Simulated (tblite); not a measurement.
Species: C₇H₁₂ (charge +1 and doublet state).
SMILES with atom numbers: `[CH2+:1]/[C:2]=[C:3](/[CH3:4])[CH2:5][CH2:6][CH3:7]` (hydrogens: H8, H9 on C1; H10, H11, H12 on C4; H13, H14 on C5; H15, H16 on C6; H17, H18, H19 on C7)
Bond orders are those of one Lewis drawing.

Computed with GFN2-xTB (tblite), gas phase: L-BFGS steps from a force-field or distance-geometry start until the largest atomic force falls under 0.01 eV/Å.

Step 4: E = -559.6852 eV
```
atom  x, y, z in Å  |  force x, y, z in eV/Å
C1     -2.3288    2.0775    0.7260   -0.206   0.323   0.009
C2     -1.6335    1.0175    0.6437    0.379  -0.526  -0.073
C3     -0.8895   -0.1175    0.5844    0.145  -0.189   0.020
C4     -1.5225   -1.4604    0.5991   -0.075   0.104   0.017
C5      0.5944   -0.0688    0.4995    0.005   0.031  -0.038
C6      1.0959   -0.1747   -0.9927   -0.101   0.037   0.120
C7      2.6056   -0.1195   -1.0646   -0.051   0.010   0.060
H8     -2.6431    2.5461    1.6614    0.134  -0.137  -0.173
H9     -2.6883    2.6313   -0.1439    0.051  -0.155   0.148
H10    -1.1205   -2.0664    1.4187    0.062   0.097  -0.113
H11    -1.2893   -2.0124   -0.3213    0.083   0.131   0.109
H12    -2.6019   -1.4255    0.7027   -0.088   0.128  -0.031
H13     0.9856    0.8650    0.9068   -0.071   0.087  -0.102
H14     1.0487   -0.8971    1.0524   -0.166   0.002  -0.125
H15     0.6605    0.6409   -1.5713   -0.002   0.020   0.023
H16     0.7389   -1.1212   -1.4059   -0.040   0.004   0.097
H17     3.0665   -0.9360   -0.5158   -0.021  -0.033   0.020
H18     2.9900    0.8212   -0.6780    0.030   0.046  -0.020
H19     2.9216   -0.1906   -2.1086   -0.069   0.019   0.055
```

Step 5: E = -559.6948 eV
```
atom  x, y, z in Å  |  force x, y, z in eV/Å
C1     -2.3255    2.0726    0.7252   -0.141   0.226   0.002
C2     -1.6295    1.0135    0.6424    0.266  -0.366  -0.060
C3     -0.8890   -0.1188    0.5850    0.185  -0.212   0.012
C4     -1.5245   -1.4562    0.5998   -0.069   0.017   0.014
C5      0.5915   -0.0674    0.5006    0.093   0.016  -0.076
C6      1.0944   -0.1740   -0.9908   -0.085   0.037   0.094
C7      2.6046   -0.1191   -1.0626   -0.053   0.007   0.050
H8     -2.6389    2.5416    1.6538    0.094  -0.076   0.001
H9     -2.6863    2.6260   -0.1370    0.002  -0.078  -0.018
H10    -1.1186   -2.0639    1.4145    0.048   0.072  -0.052
H11    -1.2868   -2.0089   -0.3172    0.069   0.105   0.042
H12    -2.6038   -1.4218    0.7017   -0.085   0.125  -0.024
H13     0.9839    0.8677    0.9034   -0.076   0.071  -0.076
H14     1.0448   -0.8980    1.0487   -0.134   0.000  -0.085
H15     0.6603    0.6414   -1.5706   -0.006   0.019   0.022
H16     0.7377   -1.1211   -1.4030   -0.038   0.009   0.091
H17     3.0657   -0.9368   -0.5155   -0.023  -0.020   0.024
H18     2.9908    0.8222   -0.6791    0.022   0.037  -0.005
H19     2.9195   -0.1899   -2.1067   -0.069   0.012   0.043
```

Step 6: E = -559.7034 eV
```
atom  x, y, z in Å  |  force x, y, z in eV/Å
C1     -2.3215    2.0669    0.7239    0.050  -0.060  -0.022
C2     -1.6228    1.0065    0.6402    0.052  -0.044  -0.032
C3     -0.8847   -0.1243    0.5859    0.103  -0.078  -0.002
C4     -1.5280   -1.4519    0.6009   -0.034  -0.072   0.008
C5      0.5906   -0.0658    0.5001    0.133  -0.006  -0.072
C6      1.0914   -0.1725   -0.9872   -0.021   0.024   0.010
C7      2.6022   -0.1185   -1.0593   -0.034   0.010   0.031
H8     -2.6328    2.5357    1.6467    0.055  -0.017   0.171
H9     -2.6845    2.6193   -0.1310   -0.044  -0.007  -0.176
H10    -1.1157   -2.0599    1.4091    0.019   0.013   0.037
H11    -1.2827   -2.0030   -0.3121    0.040   0.046  -0.051
H12    -2.6077   -1.4152    0.7000   -0.058   0.114  -0.014
H13     0.9805    0.8721    0.8983   -0.066   0.052  -0.037
H14     1.0382   -0.8992    1.0433   -0.040  -0.026  -0.015
H15     0.6600    0.6424   -1.5694   -0.018   0.019   0.020
H16     0.7355   -1.1206   -1.3980   -0.037   0.015   0.076
H17     3.0643   -0.9380   -0.5147   -0.034   0.006   0.028
H18     2.9921    0.8239   -0.6803    0.003   0.010   0.011
H19     2.9158   -0.1888   -2.1037   -0.069   0.003   0.029
```

**Question.** Estimate the geometry and energy of step 7. (The exact step hangs on the optimiser's Hessian estimate; all steps are aligned on step 6, rigid shifts and turns removed.)

**Answer.** E = -559.7066 eV, largest force 0.166 eV/Å
```
atom  x, y, z in Å  |  force x, y, z in eV/Å
C1     -2.3192    2.0639    0.7230    0.080  -0.105  -0.025
C2     -1.6193    1.0029    0.6388   -0.025   0.077  -0.021
C3     -0.8815   -0.1274    0.5862    0.043  -0.015  -0.012
C4     -1.5299   -1.4515    0.6014   -0.002  -0.063   0.002
C5      0.5925   -0.0653    0.4988    0.082  -0.013  -0.034
C6      1.0900   -0.1715   -0.9857    0.016   0.017  -0.032
C7      2.6008   -0.1181   -1.0576   -0.016   0.011   0.017
H8     -2.6295    2.5332    1.6468    0.064  -0.029   0.150
H9     -2.6845    2.6165   -0.1317   -0.033  -0.024  -0.158
H10    -1.1142   -2.0581    1.4078   -0.003  -0.018   0.066
H11    -1.2805   -2.0000   -0.3111    0.019   0.016  -0.076
H12    -2.6101   -1.4107    0.6992   -0.024   0.098  -0.012
H13     0.9781    0.8747    0.8957   -0.049   0.039  -0.020
H14     1.0350   -0.9002    1.0410    0.018  -0.038   0.016
H15     0.6596    0.6432   -1.5686   -0.024   0.021   0.014
H16     0.7341   -1.1202   -1.3949   -0.037   0.012   0.060
H17     3.0632   -0.9384   -0.5139   -0.039   0.017   0.029
H18     2.9926    0.8247   -0.6806   -0.007  -0.002   0.017
H19     2.9132   -0.1884   -2.1021   -0.064  -0.001   0.018
```

The energy changes by -0.0032 eV. The first-order estimate −F·Δx gives -0.0043 eV and the mean of the old and new forces, exact on a quadratic surface, -0.0032 eV. The step makes an angle of 47° with the force vector and moves no atom by more than 0.005 Å.

The cost below is that of the whole relaxation. Hardware: one thread of an Arm Neoverse V2, shared host with 96 logical CPUs at a one-minute load of 27. Cost: 0.41 s of wall time.
